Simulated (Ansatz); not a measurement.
System: TaF2, net charge 0, quartet state. The spin state was set by rule; other spins were not relaxed. 
Geometry from a B3LYP-D3(BJ)/def2-TZVP (Ansatz, a first-principles code) optimisation:
SMILES: [F][Ta][F]
```xyz
3

Ta     0.0000     0.0000     0.0000
F      0.0000     0.0000     1.8916
F      0.0000     0.0000    -1.8916
```
Charge 0, spin multiplicity 4.

Total electronic energies in hartree. Correlated levels leave the core frozen unless marked. Open shells are spin-unrestricted. No spin-orbit coupling. Frozen are the shells of the preceding noble gas and the d and f shells that filled before the atom's block. In def2 rows, elements after Kr have scalar-relativistic effective core potentials. Basis-set limits of correlation are two-point, X^-3; Hartree-Fock from the larger set.

| level | program | energy (Eh) |
|---|---|---|
| HF/def2-SVP | Ansatz | -255.20789 |
| HF/def2-SVPD | Ansatz | -255.22394 |
| RI-HF/def2-TZVPP | Ansatz | -255.47672 |
| RI-HF/def2-TZVPPD | Ansatz | -255.47797 |
| RI-HF/def2-QZVPP | Ansatz | -255.48702 |
| PBE/def2-TZVPD | Ansatz | -256.69507 |
| BLYP-D4/def2-TZVPD | Ansatz + dftd4 | -256.83018 |
| revPBE-D4/def2-TZVPD | Ansatz + dftd4 | … |
| B3LYP/def2-TZVPD | Ansatz | -256.87132 |
| PBE0-D3(BJ)/def2-TZVPD | Ansatz + dftd3 | -256.65079 |
| B2GP-PLYP-D3(BJ)/def2-TZVPD | Ansatz + dftd3 | -256.48813 |
| B2GP-PLYP/def2-TZVPD | Ansatz | -256.48657 |
| RPA@PBE/def2-QZVPP | Ansatz | … |
| MP2/CBS(def2-TZVPP,def2-QZVPP) | Ansatz | -256.1788 |
| RI-MP2/CBS(def2-TZVPPD,def2-QZVPPD) | Ansatz | -256.1768 |
| SCS-MP2/def2-SVP | Ansatz | -255.62715 |
| SCS-MP2/def2-SVPD | Ansatz | -255.66446 |
| SCS-MP2/def2-QZVPP | Ansatz | -256.10780 |
| CCSD/def2-SVPD | Ansatz | -255.69967 |
| CCSD/def2-QZVPP | Ansatz | -256.13416 |
| CCSD(T)/def2-TZVPP | Ansatz | -256.09433 |
| CCSD(T)/def2-TZVPPD | Ansatz | -256.10116 |
| CCSD(T)/CBS(def2-TZVPP,def2-QZVPP) | Ansatz | -256.1971 |

**Question.** Some entries are withheld; supply them.

**Answer.** 
- revPBE-D4/def2-TZVPD, energy (Eh): -256.85128
- RPA@PBE/def2-QZVPP, energy (Eh): -256.45893
